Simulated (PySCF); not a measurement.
# How methods differ on the ionisation energy of Pb⁶³⁺

Pb⁶³⁺ [Ar] 3d1 [3d3/2^1, M_J = 3/2] → Pb⁶⁴⁺ [Ar], as a difference of total energies. All numbers are calculated (PySCF 2.14, the two-component X2C-1e Hamiltonian, in an even-tempered Gaussian basis (15 s from 21 bohr⁻², ratio 2.8; 12 p from 27 bohr⁻², ratio 2.8; 8 d from 27 bohr⁻², ratio 2.8; 3 f from 82 bohr⁻², ratio 3)). Correlated levels: [Ne] frozen; the 72 highest virtual spinors dropped. "Screened" scales the spin-orbit matrix elements by Boettger's factors to mimic the two-electron term; Breit and QED terms are absent.

| method | ionisation energy (eV) |
| --- | --- |
| GHF (spin-free) | 6853.4 |
| GMP2 (spin-free) | 6852.9 |
| GHF (screened spin-orbit) | 6928.2 |
| GMP2 (screened spin-orbit) | 6927.8 |

Breit and QED terms and the two-electron picture change are absent.

The spin-free rows lack the spin-orbit shift.

For comparison: 6924 ± 19 eV (theoretical estimate listed by NIST; NIST Atomic Spectra Database, ionization energies).
